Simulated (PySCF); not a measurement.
C3H10GeSSi.
Atom-mapped SMILES: `[CH3:1][C:2](=[S:3])[SiH2:4][CH2:5][GeH3:6]` (hydrogens: H7, H8, H9 on C1; H10, H11 on Si4; H12, H13 on C5; H14, H15, H16 on Ge6)

Computed with core-valence-separated Tamm–Dancoff BHandHLYP/aug-pcX-1 (pcseg-1 on H, def2-SVPD on Ge, def2-SVPD on Si, def2-SVPD on S) in PySCF, non-relativistic, gas phase, PBE0-D3(BJ)/def2-SVP geometry. No empirical shift is added; at this level the pattern usually sits a few eV under experiment.

Question: What does the C 1s absorption edge look like?

Answer: 
```csv
E (eV),f,core hole on,main final orbital,polarisation
281.46,0.0730,C2,LUMO (91 %),normal to the local trigonal plane
283.47,0.0004,C1,LUMO (98 %),–
284.09,0.0013,C5,LUMO (97 %),–
285.23,0.0039,C5,LUMO+2 (64 %),–
285.59,0.0330,C5,spread,–
285.76,0.0108,C1,LUMO+1 (81 %),–
286.03,0.0255,C5,LUMO+5 (39 %),–
286.10,0.0141,C5,spread,–
286.45,0.0225,C5,spread,–
286.46,0.0351,C1,LUMO+6 (31 %),–
286.69,0.0327,C1,spread,–
286.89,0.0049,C5,LUMO+10 (47 %),–
287.02,0.0049,C5,LUMO+9 (51 %),–
287.07,0.0017,C5,LUMO+7 (31 %),–
287.20,0.0059,C1,spread,–
```

The first line with a tenth or more of the strongest one's intensity is at 281.46 eV (f = 0.073), with the hole on C2 (thiocarbonyl carbon), polarised normal to the local trigonal plane: a 1s→π* resonance. It is also the strongest listed.

Roots within 0.03 eV whose holes lie on the same, on equivalent or on shared atoms are summed into one line, and the highest roots are left out, as the search may have cut off their partners. Final orbitals are the ground state's empty Kohn–Sham orbitals. A dash: too weak, shared between unlike atoms, or no plane or axis to refer to.

Question: What is the summed oscillator strength of the listed C K lines, and their intensity-weighted mean energy?

Answer: Σf = 0.270 over 15 lines from 281.46 to 287.20 eV; the weighted mean is 284.95 eV. The strongest line holds 27 % of the sum.

The list ends where the root search ended, not at a threshold. The BHandHLYP/aug-pcX-1 (pcseg-1 on H, def2-SVPD on Ge, def2-SVPD on Si, def2-SVPD on S) calculation is non-relativistic and has no spin–orbit coupling, an omission that weighs most on germanium.

Conformer computed: `[CH3:1][C:2](=[S:3])[SiH2:4][CH2:5][GeH3:6]`: C1–C2–Si4–C5 -161°, C2–Si4–C5–Ge6 70°.

One conformer stands for the species.
